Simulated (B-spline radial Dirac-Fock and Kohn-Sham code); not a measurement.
**Tm²³⁺: eigenvalues, ΔSCF and the reference**

System: Tm²³⁺, configuration [Kr] 4d10.

The density-functional columns are spherical, spin-unpolarised Dirac-Kohn-Sham results without Breit or QED terms: −ε is minus the orbital energy of the initial state and ΔSCF the difference of two total energies. The reference in the last column comes from Dirac-Fock (average of configuration) total-energy differences with a finite nucleus, the Breit interaction including its frequency dependence, and self-energy and vacuum-polarisation corrections. All numbers are from a radial B-spline solver, in eV; a selection of levels is shown. For the 1s level of heavy atoms much of the gap between ΔSCF and the reference is the Breit and QED part, -276.8 eV here; for other levels the error of the functional can be larger.

```csv
level,LDA −ε,LDA ΔSCF,Dirac-Fock
K,59842.4,60364.2,60100.6
L1,10673.3,10782.7,10843.9
L2,10209.1,10344.0,10337.2
L3,9230.9,9351.7,9369.3
M1,2947.1,2991.0,3040.3
M2,2742.8,2788.7,2819.5
M3,2535.4,2578.8,2610.8
M4,2185.4,2234.3,2239.7
M5,2140.2,2188.2,2195.4
N1,1093.4,1116.5,1139.7
N2,1009.4,1032.4,1046.8
N3,954.5,976.6,991.8
N4,814.8,836.9,835.8
N5,803.7,825.5,824.9
```

For the outermost level NIST gives 825 ± 4 eV (theoretical); the differences from it are LDA −ε -21.26, LDA ΔSCF +0.52, Dirac-Fock -0.05 eV.

Values without a named source are computed, but for edge energies of neutral atoms, which are taken from tables.
